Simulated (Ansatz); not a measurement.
AgH$_{6}$NSi$_{2}$, SMILES `[SiH3][N]([SiH3])[Ag]`. Charge 0, multiplicity 1. Ag: def2 effective core potential.

```xyz
10

Si    0.326    1.516   -0.013
N    -0.470    0.031    0.243
Si    0.002   -1.532   -0.245
Ag   -2.058    0.101    1.546
H    -0.631    2.592   -0.413
H     1.028    2.039    1.201
H     1.347    1.373   -1.093
H    -1.152   -2.311   -0.785
H     1.048   -1.445   -1.307
H     0.560   -2.364    0.866
```

Question: What are the harmonic wavenumbers in cm⁻¹ at PBE0-D4/def2-TZVP (Ansatz, finite differences of forces, unscaled)? (An estimate is asked.)

Answer: Computed: 34, 89, 105, 118, 135, 358, 635, 672, 702, 712, 830, 931, 934, 950, 968, 974, 1002, 1085, 2156, 2158, 2173, 2179, 2181, 2193.

Question: Is this a minimum?

Answer: Yes, all 24 modes are real.

Question: Give the ideal-gas thermochemistry at 298.15 K and 1 bar (rigid rotor, harmonic oscillator; point group Cs, symmetry number 1).

Answer: Zero-point energy 145.2 kJ/mol; H(298) − E = 168.0 kJ/mol; entropy 385.6 J/(mol·K), of which translation 173.9, rotation 119.7, vibration 92.1; G(298) − E = 53.0 kJ/mol. Modes under 100 cm⁻¹ are hindered rotations or soft bends, so the harmonic entropy is rough.

Question: And at 400, 500, 600, 800 and 1000 K?

Answer: 
```
T (K)  H − E (kJ/mol)  S (J/mol/K)  G − E (kJ/mol)
  400           180.3        420.9            11.9
  500           194.2        451.8           -31.7
  600           209.5        479.8           -78.3
  800           243.7        528.8          -179.3
 1000           281.2        570.6          -289.4
```
